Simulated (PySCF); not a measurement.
B(F)2(SiH3), SMILES FB(F)[SiH3] (PBE0/def2-SVP optimised geometry):

```
7

B      0.591    -0.728     0.000
F      0.008    -1.910     0.012
F      1.911    -0.728     0.000
Si    -0.451     1.020     0.000
H      0.063     1.910    -1.085
H     -0.240     1.709     1.311
H     -1.911     0.781    -0.199
```

Method: PBE0/def2-TZVP (PySCF 2.14.0).

### Question
What are the frontier orbital energies and the dipole moment?

### Answer
HOMO-2 -10.08 eV, HOMO-1 -10.04 eV, HOMO -9.14 eV, LUMO -1.18 eV, LUMO+1 0.70 eV; dipole moment 0.90 D.

On the same geometry PBE/def2-TZVP (PySCF) gives HOMO-2 -8.72 eV, HOMO-1 -8.66 eV, HOMO -7.76 eV, LUMO -2.14 eV, LUMO+1 -0.13 eV; dipole moment 0.76 D.

Meta-Löwdin charges at PBE0/def2-TZVP: B1 0.48, F2 -0.28, F3 -0.28, Si4 0.27, H5 -0.06, H6 -0.06, H7 -0.07.
